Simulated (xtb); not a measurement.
NP, charge -1, doublet, at a GFN2-xTB geometry of the parent state (a state made from the parent by changing its charge; the spin is typed, not shown lowest); GFN2-xTB run with xtb.

Input for xtb:
```
$ xtb mol.xyz --gfn 2 --chrg -1 --uhf 1 --json

# file mol.xyz
2

N     -0.00000000    -0.00000000    -0.99436149
P      0.00000000     0.00000000     0.46403536
```

### Question
Write the output that xtb gives for this input, abridged.

### Answer

```
   ID    Z sym.   atoms
    1    7 N      1
    2   15 P      2

           -------------------------------------------------
          |                Calculation Setup                |
           -------------------------------------------------

           -------------------------------------------------
          |                 G F N 2 - x T B                 |
           -------------------------------------------------

          ...................................................
          :                      SETUP                      :
          :.................................................:
          :  # basis functions                  14          :
          :  # atomic orbitals                  13          :
          :  # shells                            5          :
          :  # electrons                        11          :
          :  max. iterations                   250          :
          :  Hamiltonian                  GFN2-xTB          :
          :  restarted?                      false          :
          :  GBSA solvation                  false          :
          :  PC potential                    false          :
          :  electronic temp.          300.0000000     K    :
          :  accuracy                    1.0000000          :
          :  -> integral cutoff          0.2500000E+02      :
          :  -> integral neglect         0.1000000E-07      :
          :  -> SCF convergence          0.1000000E-05 Eh   :
          :  -> wf. convergence          0.1000000E-03 e    :
          :  Broyden damping             0.4000000          :
          :  net charge                         -1          :
          :  unpaired electrons                  1          :
          ...................................................

 iter      E             dE          RMSdq      gap      omega  full diag
   1     -5.4747989 -0.547480E+01  0.150E+01    0.00       0.0  T
   2     -5.5614053 -0.866063E-01  0.167E+01    0.00       1.0  T
   3     -5.6128398 -0.514346E-01  0.114E+01    0.00       1.0  T
   4     -5.6113612  0.147869E-02  0.402E+00    0.00       1.0  T
   5     -5.6236716 -0.123105E-01  0.410E-01    0.00       1.0  T
   6     -5.6232491  0.422478E-03  0.848E-01    0.00       1.0  T
   7     -5.6237235 -0.474339E-03  0.139E-01    0.00       1.0  T
   8     -5.6237357 -0.122672E-04  0.318E-02    0.00       2.2  T
   9     -5.6237361 -0.384187E-06  0.199E-02    0.00       3.6  T
  10     -5.6237364 -0.225711E-06  0.293E-03    0.00      24.2  T
  11     -5.6237364 -0.559044E-08  0.371E-04    0.00     190.4  T
  12     -5.6237364 -0.100363E-09  0.340E-05    0.00    2078.3  T

   *** convergence criteria satisfied after 12 iterations ***

         :::::::::::::::::::::::::::::::::::::::::::::::::::::
         ::                     SUMMARY                     ::
         :::::::::::::::::::::::::::::::::::::::::::::::::::::
         :: total energy              -5.558072204781 Eh    ::
         :: gradient norm              0.125912770344 Eh/a0 ::
         :: HOMO-LUMO gap              0.000000000000 eV    ::
         ::.................................................::
         :: SCC energy                -5.623736355932 Eh    ::
         :: -> isotropic ES            0.132109264300 Eh    ::
         :: -> anisotropic ES          0.008079856722 Eh    ::
         :: -> anisotropic XC          0.004933116770 Eh    ::
         :: -> dispersion             -0.000670218792 Eh    ::
         :: repulsion energy           0.065664151151 Eh    ::
         :: add. restraining           0.000000000000 Eh    ::
         :: total charge              -1.000000000000 e     ::
         :::::::::::::::::::::::::::::::::::::::::::::::::::::

           -------------------------------------------------
          |                Property Printout                |
           -------------------------------------------------

    * Orbital Energies and Occupations

         #    Occupation            Energy/Eh            Energy/eV
      -------------------------------------------------------------
         1        2.0000           -0.4020225             -10.9396
         2        2.0000           -0.2782748              -7.5722
         3        2.0000           -0.1790830              -4.8731
         4        2.0000           -0.1790830              -4.8731
         5        2.0000           -0.1532303              -4.1696
         6        0.5000           -0.0387901              -1.0555 (HOMO)
         7        0.5000           -0.0387901              -1.0555 (LUMO)
         8                          0.1803614               4.9079
         9                          0.1833310               4.9887
        10                          0.1833310               4.9887
        11                          0.3594169               9.7802
        12                          0.3594169               9.7802
        13                          1.2328984              33.5489
      -------------------------------------------------------------
                  HL-Gap            0.0000000 Eh            0.0000 eV
             Fermi-level           -0.0674002 Eh           -1.8341 eV

     #   Z          covCN         q      C6AA      α(0)
     1   7 N        0.861    -0.234    26.419     7.462
     2  15 P        0.861    -0.766   233.127    28.378

 Mol. C6AA /au·bohr⁶  :        411.436188
 Mol. C8AA /au·bohr⁸  :      18807.999315
 Mol. α(0) /au        :         35.839185

Wiberg/Mayer (AO) data.
largest (>0.10) Wiberg bond orders for each atom

 ---------------------------------------------------------------------------
     #   Z sym  total        # sym  WBO       # sym  WBO       # sym  WBO
 ---------------------------------------------------------------------------
     1   7 N    2.688 --     2 P    2.688
     2  15 P    2.688 --     1 N    2.688
 ---------------------------------------------------------------------------

Topologies differ in total number of bonds
Writing topology from bond orders to xtbtopo.mol

molecular dipole:
                 x           y           z       tot (Debye)
 q only:        0.000       0.000      -0.232
   full:       -0.000       0.000       0.061       0.156
molecular quadrupole (traceless):
                xx          xy          yy          xz          yz          zz
 q only:        0.708       0.000       0.708       0.000       0.000      -1.416
  q+dip:        0.842       0.000       0.842      -0.000      -0.000      -1.684
   full:        1.946      -0.000       1.946      -0.000      -0.000      -3.892

           -------------------------------------------------
          | TOTAL ENERGY               -5.558072204781 Eh   |
          | GRADIENT NORM               0.125912770344 Eh/α |
          | HOMO-LUMO GAP               0.000000000000 eV   |
           -------------------------------------------------

normal termination of xtb
```
